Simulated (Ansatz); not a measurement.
Reaction (SMILES): CC(C)CO + H+ → CC(C)C[OH2+]
Each molecule is optimised on its own at B3LYP-D3(BJ)/def2-TZVP (Ansatz, a program for electronic structure), one conformer each, not searched for the lowest. Frequencies are from Ansatz.

Wanted: proton affinity (0 K, with B3LYP-D3(BJ) harmonic zero-point energies), positive where the reaction releases energy, in kcal/mol. Cores are frozen in the correlated levels unless marked. No spin-orbit coupling. No relativistic terms. Basis-set limits of correlation are two-point, X^-3; Hartree-Fock from the larger set.

| level | program | proton affinity (kcal/mol) |
|---|---|---|
| HF/cc-pVDZ | Ansatz | 192.6 |

Task: What does CCSD(T)/CBS(cc-pVTZ,cc-pVQZ) (Ansatz) give?

Result: 187.0 kcal/mol
